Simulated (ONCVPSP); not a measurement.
What one change does to a pseudopotential (Te (Z = 52), ONCV)

tellurium (Te), optimised norm-conserving Vanderbilt (ONCV), made with ONCVPSP 4.0.1 (PBE, scalar-relativistic). Core [Kr] 4d10, reference 5s2 5p2 (charge +2). Waves: 5s: rc 1.90 bohr, ncon 4, nbas 7, qcut 3.1 1/bohr, 1 projector; 5p: rc 1.65 bohr, ncon 4, nbas 7, qcut 4.2 1/bohr, 2 projectors, debl 2 Ha. Local part: polynomial inside 1.30 bohr (lpopt 5, dvloc0 0 Ha). Core correction: Teter function, fcfact 2, rcfact 1.1.

Change: p: qcut 3.6.

Cutoffs: the cutoffs (Ha) at which the residual kinetic energy of the hardest occupied pseudo-wave falls to 1 and 0.1 mHa per electron; they do not see the model core or the augmentation charge, which bear on the density cutoff. Errors are all-electron minus pseudo energies relative to the spin-unpolarised reference configuration.

Problem. What does the change do?

Solution. The potential gets neither clearly harder nor softer (46 Ha and 57 Ha → 46 Ha and 57 Ha); the bound ghosts move from p, s to s; the lowest positive-energy flag moves from none to p at 47.5 eV; of the 4 tests that both files solve, the error grows in 1 and shrinks in 1 by more than 15 % and 0.3 meV (median size 5.1 → 4.4 meV); the range in which the p phases agree narrows (upper end 5.0 → 1.7).

| quantity | base | changed |
| --- | --- | --- |
| cutoff, loose | 46 Ha | 46 Ha |
| cutoff, tight | 57 Ha | 57 Ha |
| loose cutoff by channel | s 26 Ha, p 46 Ha | s 26 Ha, p 46 Ha |
| bound ghosts | s, p | s |
| GHOST(+) flags under 300 eV | none | p at 47.5 eV |
| error for 5s2 5p4, meV [ΔE -27.65 eV] | -2.5 | +1.3 |
| error for 5s2 5p3, meV [ΔE -17.93 eV] | +1.0 | +2.1 |
| error for 5s2 5p1, meV [ΔE 26.90 eV] | -7.6 | -6.7 |
| error for 5s0 5p6, meV [ΔE -8.95 eV] | +26 | +26 |
| s: phases at 1.93 bohr within 0.05 rad from the reference energy up to (Ha; the scan ends near 5) | 1.3 | 1.3 |
| p: phases at 1.67 bohr within 0.05 rad from the reference energy up to (Ha; the scan ends near 5) | 5.0 | 1.7 |
| rms error of d²Exc/dni dnj with the model core, mHa | 4.99 | 4.99 |

 A true bound ghost makes a file unfit for plane-wave use even where its test errors are small: the radial tests pick states by their node count and pass the ghost by.
